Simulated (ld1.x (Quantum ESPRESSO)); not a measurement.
**Before and after: TM semilocal potential for beryllium (Be)**

```json
{"Element": "beryllium", "Generator": "ld1.x (Quantum ESPRESSO) 7.5", "Type": "norm-conserving Troullier–Martins (semilocal form)", "Functional": "PBE", "Relativity": "scalar-relativistic", "Frozen core": "[He]", "Valence charge": "2", "Reference configuration": "2s2 2p0", "Partial waves": "2s (bound): rc 2.20 bohr; 3d channel at 0.05 Ry: rc 3.35 bohr; 2p (bound, empty): rc 4.20 bohr", "Local potential": "the p channel", "Core correction": "none"}
```

All-electron outer shells of the reference configuration (PBE, scalar-relativistic, ld1.x):

```tsv
shell	level (eV)	outermost node (bohr)	outermost maximum (bohr)
1s	-106.21	–	0.27
2s	-5.61	0.59	2.04
2p	-2.02	–	2.28
```

Change: reference 2s1 2p0.

Cutoffs: the cutoffs (Ry, on a coarse ladder) from which the occupation-weighted sum of valence levels, in a spherical-Bessel basis at the reference potential, stays within 10 and 1 mRy of its value at 400 Ry; they do not see the model core or the augmentation charge, which bear on the density cutoff. Errors are all-electron minus pseudo energies relative to the spin-unpolarised reference configuration.

**Question.** What does the change do?

**Answer.** The potential gets softer (8 Ry and 21 Ry → 8 Ry and 12 Ry); neither file shows a bound ghost. A semilocal file is local in each channel, so a ghost entry of none says nothing of the separable form that plane-wave codes build from it.

| quantity | base | changed |
| --- | --- | --- |
| cutoff, loose | 8 Ry | 8 Ry |
| cutoff, tight | 21 Ry | 12 Ry |
| bound ghosts | none | none |
| largest error over its own tests, meV | -194 | +133 |
| s: phases at 4.57 bohr within 0.05 rad from the reference energy up to (Ry; the scan ends near 5) | 0.5 | -0.1 |
| p: phases at 4.57 bohr within 0.05 rad from the reference energy up to (Ry; the scan ends near 5) | 0.3 | -0.3 |
| d: phases at 4.57 bohr within 0.05 rad from the reference energy up to (Ry; the scan ends near 5) | 1.7 | 1.2 |
